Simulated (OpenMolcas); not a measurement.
A run on Ni2+ among 5 point charges of -1.6 e arranged as a trigonal bipyramid (D3h), 1.69 Å from the ion, with the axial distance 2.028 Å.

- Program: OpenMolcas 26.06
- Method: SS-CASPT2, IPEA 0.25 Eh, imaginary shift 0.1 Eh (closed shells correlated: 3s 3p)
- Basis: ANO-RCC-VTZP [6s5p3d2f1g]
- Scalar Hamiltonian: DKH2, point nucleus
- Active space: 8 electrons in 5 orbitals (3d)
- State averaging: 2S+1 = 3 even, 10 roots; 2S+1 = 1 even, 15 roots
- Spin-orbit coupling: state interaction with AMFI integrals over the reference wave functions

First CASPT2 step and the start of its output:

```
&CASPT2
Multistate=10 1 2 3 4 5 6 7 8 9 10
NoMult
Frozen=5
IPEA=0.25
Imaginary=0.1
MaxIter=60
WThr=0.0 0.3 0.05
PrWF=0.5
NoMix
```

```
--- CASPT2 ---
Orbital specifications:
      -----------------------

      Symmetry species                           1
                                                 a
      Frozen orbitals                            5
      Inactive orbitals                          4
      Active orbitals                            5
      Secondary orbitals                        45
      Deleted orbitals                           0
      Number of basis functions                 59
Type of calculation                        SS-CASPT2
      Fock operator                              state-specific
      IPEA shift                                 0.25
      Real shift                                 0.00
      Imaginary shift                            0.10
      The input orbitals will be transformed to quasi-canonical
Reference energy:       -1522.9318306441
      E2 (Non-variational):      -0.7582667681
      Shift correction:          -0.0064033167
      E2 (Variational):          -0.7646700847
      Total energy:           -1523.6965007288
      Residual norm:              0.0000000642
      Reference weight:           0.75859
      Contributions to the CASPT2 correlation energy
      Active & Virtual Only:         -0.3843908489
      One Inactive Excited:          -0.2823815669
      Two Inactive Excited:          -0.0914943522
Reference energy:       -1522.9317879958
      E2 (Non-variational):      -0.7582867324
      Shift correction:          -0.0064038919
      E2 (Variational):          -0.7646906243
      Total energy:           -1523.6964786201
      Residual norm:              0.0000000648
      Reference weight:           0.75857
      Contributions to the CASPT2 correlation energy
      Active & Virtual Only:         -0.3844202725
...
```

Over all roots the printed reference weights run from 0.00 to 0.89, and roots that are degenerate in the reference spread by up to 260 cm-1.

Q: Did the run give usable levels, and if not, why?

A: No. The equations converged, but the reference weight falls to 0.00 for at least one root against 0.89 for the best. A drop of that size marks an intruder state, so the energies of such roots and the levels built on them can't be trusted.
